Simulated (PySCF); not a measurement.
**Fractional electron number in Co⁻ (cobalt, charge -1)**

The 3d beta orbital of [Ar] 3d8 4s2 is emptied in steps (occupation f), with all orbitals relaxed, ending at [Ar] 3d7 4s2. All numbers are calculated (PySCF 2.14, the spin-free X2C one-electron Hamiltonian (Gaussian nucleus), in aug-cc-pVTZ-DK). The exact energy is a straight line in f; departures are measured from the line between the end points of the same method.

```
   f  r2SCAN (eV)
   1        0.000
0.75       -0.694
 0.5       -0.972
0.25       -0.758
   0        0.000
```

For r2SCAN, how does the orbital energy at f = 1 compare with the removal energy?

−ε = -2.171 eV against a total-energy difference of 1.314 eV. By Janak's theorem ε = ∂E/∂f, so the gap between them reflects the curvature. Along the path −ε is -0.687 (f = 0.75), 1.144 (f = 0.5), 3.229 (f = 0.25) eV.

At f = 1 the orbital energy is positive for r2SCAN: only the finite basis holds the electron.

Reference removal energy between the ground levels: 0.662 eV (measured; photodetachment measurements, as compiled on the Wikipedia data page of electron affinities). The calculation has no spin-orbit coupling. The determinant left behind need not be the lowest term of the ion.
